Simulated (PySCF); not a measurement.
SiAs: energy against distance

Set-up: PySCF, spin-free X2C with a Gaussian nucleus, basis sets Si x2c-TZVPPall, As x2c-TZVPPall. Energies in eV from Si + As in their ground configurations at the same level. State: ²Π (doublet), unpaired electrons π ↑.

All columns are M06-2X. A positive dipole means Si(−)As(+).

```csv
R (Å),E (eV),μ (D),Mulliken charge on Si (basis-dependent),HOMO (eV),LUMO (eV),Mayer bond order,⟨S²⟩
1.870,-2.053,-0.32,0.10,-7.55,-4.24,2.29,0.75
1.957,-2.800,-0.48,0.12,-7.60,-4.06,2.28,0.75
2.044,-3.210,-0.66,0.14,-7.63,-3.89,2.27,0.75
2.109,-3.354,-0.80,0.15,-7.47,-3.78,2.26,0.75
2.174,-3.391,-0.95,0.16,-7.31,-3.67,2.25,0.76
2.239,-3.345,-1.09,0.17,-7.15,-3.57,2.25,0.76
2.326,-3.187,-1.29,0.18,-6.96,-3.45,2.24,0.76
2.435,-2.887,-1.49,0.18,-6.73,-3.32,2.20,0.79
2.565,-2.494,-1.22,0.14,-6.50,-3.19,1.74,1.22
2.739,-2.029,-1.33,0.13,-6.48,-3.06,1.44,1.47
```

A fit through these points gives, at Re = 2.168 Å, μ = -0.93 D and dμ/dR = -2.24 D/Å; the reduced mass is 20.37 u.

How strong is the fundamental in the double-harmonic approximation, I = 42.26·(dμ/dR)²/μred km/mol?

I = 42.26·(-2.24)²/20.37 = 10.4 km/mol at M06-2X.

⟨S²⟩ of the unrestricted solution departs from its pure value on part of the curve, where spin states mix. Spin–orbit coupling is left out. The state is the lowest determinant that a PBE0 search found; another state may lie lower at other levels.
